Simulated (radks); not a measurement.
Question: Ba22+, 34 electrons, occupied as [Ar] 3d10 4s2 4p4. All-electron calculation, scalar-relativistic Kohn-Sham, r2SCAN, spin-polarised, spherical densities, finite nucleus; open shells are filled with parallel spins first (spin-orbit coupling, left out, can overturn this in heavy ions); meta-GGA in the generalised Kohn-Sham scheme; Fermi nuclear charge, rms radius 4.8378 fm. Program: a radial shooting solver on a logarithmic mesh with Libxc functionals. Some entries of the table are withheld. Estimate them.

| orbital | occ. | eigenvalue (eV) | <r> (bohr) |
|---|---|---|---|
| 1s up | 1 | -37966.69 | 0.02558 |
| 1s down | 1 | -37965.05 | 0.02558 |
| 2s up | 1 | -6555.176 | 0.1096 |
| 2s down | 1 | -6554.818 | 0.1096 |
| 2p up | 3 | -5943.304 | 0.09607 |
| 2p down | 3 | -5942.166 | 0.09607 |
| 3s up | 1 | -1862.292 | 0.2886 |
| 3s down | 1 | -1861.313 | 0.2886 |
| 3p up | 3 | -1664.455 | 0.2860 |
| 3p down | 3 | -1663.130 | 0.2860 |
| 3d up | 5 | -1381.104 | 0.2617 |
| 3d down | 5 | -1379.680 | 0.2616 |
| 4s up | 1 | -782.7746 | (1) |
| 4s down | 1 | -775.0793 | (2) |
| 4p up | 3 | -711.2727 | (3) |
| 4p down | 1 | -703.7577 | (4) |
| 4d up | 0 | -607.4413 | 0.6481 |
| 4d down | 0 | -600.3719 | 0.6485 |
| 5s up | 0 | -417.0307 | 1.081 |
| 5s down | 0 | -412.6700 | 1.091 |

Answer: 
(1) 4s up <r> (bohr): 0.6147
(2) 4s down <r> (bohr): 0.6154
(3) 4p up <r> (bohr): 0.6330
(4) 4p down <r> (bohr): 0.6338
